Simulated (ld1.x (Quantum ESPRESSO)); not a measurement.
technetium, PAW: configuration errors across variants

ld1.x (Quantum ESPRESSO) 7.5 input, shortened:

```
&input
   title='Tc', zed=43., rel=1, dft='PZ', iswitch=3,
   config='[Kr] 4d5 5s2 5p0'
 /
 &inputp
   pseudotype=3, lpaw=.true., tm=.true., lloc=-2, rcloc=1.80,
   nlcc=.true., new_core_ps=.true., rcore=0.85,
   which_augfun='PSQ', rmatch_augfun_nc=.true.
 /
6
5S  1  0   2.00   0.00  2.40  3.30  0.0
5S  1  0   0.00   3.90  2.40  3.30  0.0
5P  2  1   0.00   0.00  3.10  3.90  0.0
5P  2  1   0.00   0.95  3.10  3.90  0.0
4D  3  2   5.00   0.00  1.25  1.60  0.0
4D  3  2   0.00   0.25  1.25  1.60  0.0
 &test
   configts(1)='4d5 5s2 5p0'
 /
```

All-electron excitation energies from the reference (eV): (1) 4d5 5s1 5p0 8.432; (2) 4d5 5s0 5p0 23.634; (3) 4d4 5s0 5p0 52.562; (4) 4d5.5 5s1.5 5p0 -0.597; (5) 4d3 5s0 5p0 94.794; (6) 4d4 5s2 5p0 11.801; (7) 4d6 5s1 5p0 -0.865; (8) 4d5 5s2 5p0 spin -3.495; (9) 4d5 5s1 5p0 spin 3.832.

Spin tests fill each open shell by Hund’s rule, majority spin first.

The overlap operator is not positive definite (basis up to 400 Ry) in “local potential all-electron potential smoothed inside 1.56 bohr (lloc = -2)”. Such files are unfit for use, however small their errors in these radial tests.

A true bound ghost makes a file unfit for plane-wave use even where its test errors are small: the radial tests pick states by their node count and pass the ghost by.

Errors AE − PS in meV (a dash: test not solved or not reliable):

| change | (1) | (2) | (3) | (4) | (5) | (6) | (7) | (8) | (9) | bound ghosts |
| --- | --- | --- | --- | --- | --- | --- | --- | --- | --- | --- |
| base | -1.4 | -11 | -198 | -12 | -898 | -75 | -39 | -17 | -18 | s |
| local potential all-electron potential smoothed inside 1.56 bohr (lloc = -2) | -1.7 | -11 | -198 | -11 | -896 | -74 | -39 | -12 | -14 | not determined (overlap not positive) |
| local potential all-electron potential smoothed inside 2.04 bohr (lloc = -2) | -1.2 | -11 | -198 | -11 | -897 | -63 | -38 | -7.6 | -11 | none |
| local potential all-electron potential smoothed inside 2.34 bohr (lloc = -2) | -0.8 | -11 | -198 | -11 | -899 | -65 | -38 | -9.0 | -12 | none |
| local potential all-electron potential smoothed inside 3.12 bohr (lloc = -2) | +1.0 | -11 | -202 | -11 | -924 | -61 | -39 | -8.4 | -8.6 | none |
| local potential all-electron potential smoothed inside 3.52 bohr (lloc = -2) | +1.8 | -11 | -207 | -12 | -949 | -60 | -40 | -8.0 | -7.3 | none |
| local potential all-electron potential smoothed inside 4.06 bohr (lloc = -2) | -1.4 | -11 | -217 | -13 | -990 | -77 | -43 | -11 | -14 | none |
| local potential all-electron potential smoothed inside 4.58 bohr (lloc = -2) | -123 | -11 | -233 | -27 | -1048 | -876 | -77 | -87 | -235 | s |

(1) Give the same row for: local potential all-electron potential smoothed inside 2.70 bohr (lloc = -2).

## Answers

(1) -0.1, -11, -199, -11, -907, -64, -38, -9.0, -11; bound ghosts: none.
